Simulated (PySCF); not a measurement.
PySCF input:

```python
from pyscf import gto, scf, dft

mol = gto.M(
    atom='''
    Al    0.17390465    0.26316123   -0.79189867
    O    -0.41373852    1.78565541   -0.95206785
    Cl    0.06171458   -1.04154937    1.05360150
    ''',
    basis='def2-tzvpd',
    charge=-1,
    spin=1,
    verbose=4,
)

mf = dft.UKS(mol, xc='m06l').density_fit(auxbasis='def2-universal-jkfit')
mf.grids.level = 4
mf.conv_tol = 1e-9
mf.max_cycle = 100
mf.max_memory = 1500
mf.kernel()
if not mf.converged:
    mf = mf.newton()
    mf.kernel(mf.make_rdm1())
for _ in range(2):
    mo, _, stable, _ = mf.stability(return_status=True)
    if stable:
        break
    mf.kernel(mf.make_rdm1(mo, mf.mo_occ))
mf.analyze()
```

Task: What final total energy does it print?

Result: -777.98697 Eh (M06-L/def2-TZVPD).
